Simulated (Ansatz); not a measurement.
Ansatz (an electronic-structure program) input for Ga(H)(SeH)2 (GaH₃Se₂), SMILES [SeH][GaH][SeH], CAM-B3LYP/def2-SVPD. Coordinates come from a B3LYP-D3(BJ)/def2-SVP optimisation. The structure was generated by enumeration; whether it is a known compound was not checked. One conformer was computed; it need not be the lowest.

Ansatz 0.2 input:
```yaml
crystal:
  periodic: [false, false, false]
  atoms:
    - {symbol: Ga, position_ang: [0.00000000, 0.00000000, -0.79824763]}
    - {symbol: H, position_ang: [-0.00000001, 0.00000000, -2.36007583]}
    - {symbol: Se, position_ang: [-0.00000000, -2.04075270, 0.34915948]}
    - {symbol: H, position_ang: [-0.00000000, -1.40614673, 1.68145366]}
    - {symbol: Se, position_ang: [-0.00000000, 2.04075270, 0.34915948]}
    - {symbol: H, position_ang: [0.00000000, 1.40614672, 1.68145366]}
basis:
  gaussian:
    orbitals: def2-SVPD
hamiltonian:
  xc: {name: CAM-B3LYP}
```

It prints:

```
WARN ansatz: RAYON_NUM_THREADS=1 ignored (pool sized by the plan → 1); use --threads N
Functional definition: CAM-B3LYP
integrals: 0.13 GiB planned
1383 factors; integrals over basis functions are off by at most 1.5e-3 eV
integrals: 0.24 GiB planned
469 factors; integrals over basis functions are off by at most 3.0e-5 eV
mean field: 1.31 GiB planned
mean field evaluation 1: about -183114.3523 eV, gradient 2.4e1 eV
mean field evaluation 2: about -183114.4613 eV, gradient 2.7e1 eV
mean field evaluation 4: about -183115.4328 eV, gradient 4.4e-1 eV
mean field evaluation 8: about -183115.4366 eV, gradient 3.9e-2 eV
mean field evaluation 16: about -183115.4366 eV, gradient 3.7e-5 eV
mean field -183115.43661574 eV, -6729.3681755275 hartree, gradient 2.0e-5 eV, S^2 0.000000; 0 other end points of the search recorded, 0 dependent functions left out
reference -183115.43675326 eV, -6729.3681805814 hartree; 51, 51 occupied and 93, 93 virtual orbitals, 1383 factors
Total energy: -183115.43675326 eV, -6729.3681805814 hartree
```

The calculation finished and met its thresholds.
